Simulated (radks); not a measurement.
Spherical quantum dot in the effective-mass picture: electrons in a parabolic well V = omega^2 r^2 / 2 with omega = 0.323, with a point charge +1 (a donor) at the centre, all in effective atomic units (hartree* = m*/eps^2 hartree, bohr* = eps/m* bohr), one dielectric constant everywhere. Calculated with a radial shooting solver with Libxc functionals: non-relativistic Kohn-Sham, PBEsol, spin-polarised, spherical densities. Levels are named by radial order and angular momentum (1s, 1p, 1d, 2s, ...), and open shells are averaged over m. Results are scaled to m* = 0.04 and eps = 12.5, for which hartree* = 6.966 meV and bohr* = 16.54 nm.

N = 16, configuration 1s2 1p6 1d(up 5, down 1) 2s2. This is the lowest configuration that the search found. Occupied and some empty levels:

level    occupation  eigenvalue (meV)  <r> (nm)
1s up             1            27.333     41.61
1s down           1            27.422     39.11
1p up             3            28.554     65.54
1p down           3            28.764     64.79
2s up             1            29.146     57.89
2s down           1            29.300     59.51
1d up             5            29.567     73.55
1d down           1            29.801     73.40
1f up             0            30.725     79.57
1f down           0            30.963     79.70
2p up             0            31.243     67.49
2p down           0            31.389     67.60
1g up             0            32.014     84.70
1g down           0            32.248     85.00

Energy (meV): total 267.108, kinetic 29.403, external 61.256, Hartree 204.01, exchange-correlation -27.557.
